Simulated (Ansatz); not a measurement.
Coupled-cluster diagnostics for Cd2SeF2, Ansatz.

Geometry of the singlet (PBE-D4/def2-SVP):

Cartesian coordinates in Å:
```
Cd -1.6659 -0.1427 0.4779
Cd 1.7214 -0.1397 -0.2055
Se 0.2693 -1.3763 1.3276
F 2.8985 0.8317 -1.4185
F -3.2233 0.8270 -0.1814
```

In the def2 sets Cd takes a core potential; there is no spin–orbit coupling. Correlated methods freeze 11 core orbitals; core or outer-core shells of Cd, Se are correlated, in sets that lack core-valence functions. The structure comes from a short search, and lower isomers may exist.

Problem. Estimate the CCSD(T) correlation energy, the shares of MP2 and (T), T1 and the reference's ⟨S²⟩ for: charge 0, singlet, own geometry in def2-SVP; and the rough time on 4 threads of Intel Xeon on a shared host.

Solution. 
```tsv
state	basis	correlation (eV)	MP2 share (%)	(T) share (%)	T1	⟨S²⟩ (pure)	wall time
charge 0, singlet, own geometry	def2-SVP	-36.534	100.0	2.2	0.016	0.00 (0.00)	24 s
```
Customary marks for T1 are 0.02 (closed shells), 0.045 (open shells) and about 0.05 (3d metals). T1 stays under 0.02 throughout.
